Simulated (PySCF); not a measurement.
Species: C₅H₃FO.
Cartesian coordinates in Å at the GFN2-xTB level; atoms count from 1:
```xyz
10
C5H3FO angstrom
C     -2.252    0.456   -0.079
C     -1.309   -0.480   -0.052
F     -1.643   -1.781    0.096
C      0.076   -0.240   -0.169
C      1.274   -0.106   -0.263
C      2.678    0.114   -0.380
O      3.207    1.186   -0.510
H     -3.290    0.195    0.016
H     -1.989    1.490   -0.197
H      3.256   -0.830   -0.337
```

Computed with TDDFT CAM-B3LYP/def2-SVPD, vertical, gas phase, core orbitals frozen in the response in PySCF.

Transition dipole moments from the ground state, in atomic units and in the frame of the coordinates above (overall signs are arbitrary), for the states with f of 0.002 or more among the lowest 8:

```csv
state,E (eV),μx,μy,μz
S3,4.898,1.839,-0.062,-0.117
S5,6.706,0.672,-0.417,-0.005
S8,7.504,-0.439,0.641,-0.032
```

(1) Work out the oscillator strengths.

(2) What is the point group, and which symmetry does each of these states have?

(3) What angle do the transition dipoles of S5 and S8 make?

(4) What peak molar absorption coefficient would the strongest computed level give as a lone Gaussian band 0.4 eV wide at half height?

## Answers

(1) f = (2/3) ΔE |μ|² with ΔE in hartree (27.2114 eV).

```
state  |μ|² (au)  |μ| (D)      f
   S3      3.398     4.69  0.408
   S5      0.626     2.01  0.103
   S8      0.605     1.98  0.111
```

(2) Cs. Polarised in the mirror plane, so A′: S3, S5 and S8.

(3) |cos θ| = |μa·μb| / (|μa| |μb|) = 0.91, so θ ≈ 24° (taken between 0 and 90°, since the signs are arbitrary).

(4) ε(max) = 2.175×10⁸ f / FWHM, with the width in cm⁻¹. S3: 2.175×10⁸ × 0.4078 / 3226 ≈ 27000 L mol⁻¹ cm⁻¹.
